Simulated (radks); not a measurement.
Task: All-electron atom: Cs in [Xe] 6s1. Calculated with a radial shooting solver on a logarithmic mesh with Libxc functionals: non-relativistic Kohn-Sham, r2SCAN, spin-polarised, spherical densities, point nucleus; open shells are filled with parallel spins first (spin-orbit coupling, left out, can overturn this in heavy ions); meta-GGA in the generalised Kohn-Sham scheme; relativity is left out, which matters for an element this heavy. Some entries of the table are withheld. Estimate them.

| orbital | occ. | eigenvalue (Ry) | r(max) (bohr) | <1/r> (bohr^-1) |
|---|---|---|---|---|
| 1s up | 1 | -2520.227 | 0.01830 | 54.46 |
| 1s down | 1 | -2520.226 | 0.01830 | 54.46 |
| 2s up | 1 | -386.2004 | 0.1009 | 12.54 |
| 2s down | 1 | -386.2003 | 0.1009 | 12.54 |
| 2p up | 3 | -363.6506 | 0.07885 | 12.54 |
| 2p down | 3 | -363.6504 | 0.07885 | 12.54 |
| 3s up | 1 | -80.65495 | 0.2856 | 4.620 |
| 3s down | 1 | -80.65468 | 0.2856 | 4.620 |
| 3p up | 3 | -71.04294 | 0.2725 | 4.540 |
| 3p down | 3 | -71.04265 | 0.2725 | 4.540 |
| 3d up | 5 | -53.22886 | 0.2216 | 4.406 |
| 3d down | 5 | -53.22857 | 0.2216 | 4.406 |
| 4s up | 1 | -15.32787 | 0.6699 | 1.907 |
| 4s down | 1 | -15.32708 | 0.6700 | 1.907 |
| 4p up | 3 | (1) | 0.6849 | 1.809 |
| 4p down | 3 | (2) | 0.6850 | 1.809 |
| 4d up | 5 | -5.80578 | 0.7186 | (3) |
| 4d down | 5 | -5.80464 | 0.7186 | (4) |
| 5s up | 1 | -1.88608 | 1.615 | 0.7124 |
| 5s down | 1 | -1.88342 | 1.616 | 0.7114 |
| 5p up | 3 | -1.03914 | 1.802 | (5) |
| 5p down | 3 | -1.03639 | 1.804 | (6) |
| 6s up | 1 | -0.16443 | 5.066 | 0.2072 |

Result: 
(1) 4p up eigenvalue (Ry): -11.83238
(2) 4p down eigenvalue (Ry): -11.83155
(3) 4d up <1/r> (bohr^-1): 1.587
(4) 4d down <1/r> (bohr^-1): 1.587
(5) 5p up <1/r> (bohr^-1): 0.6136
(6) 5p down <1/r> (bohr^-1): 0.6143
